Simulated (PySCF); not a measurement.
A calculated (PBEsol, PySCF 2.14, ANO-RCC-VTZP, the spin-free X2C one-electron Hamiltonian (Gaussian nucleus)) atom or ion has these occupied shells.

```csv
shell,electrons,orbital energy (eV),"rms radius, mean of both spins (bohr)"
1s α,1,-7616.5,0.0649
1s β,1,-7616.5,0.0649
2s α,1,-936.83,0.277
2s β,1,-934.42,0.277
2p α,3,-808.10,0.249
2p β,3,-806.25,0.249
3s α,1,-142.55,0.830
3s β,1,-137.59,0.830
3p α,3,-105.70,0.876
3p β,3,-100.84,0.876
3d α,5,-47.122,1.08
3d β,1,-42.873,1.08
```

Task: Name the element and its charge.

Result: Co³⁺ (cobalt, charge +3), in [Ar] 3d6, high-spin 5D determinant.
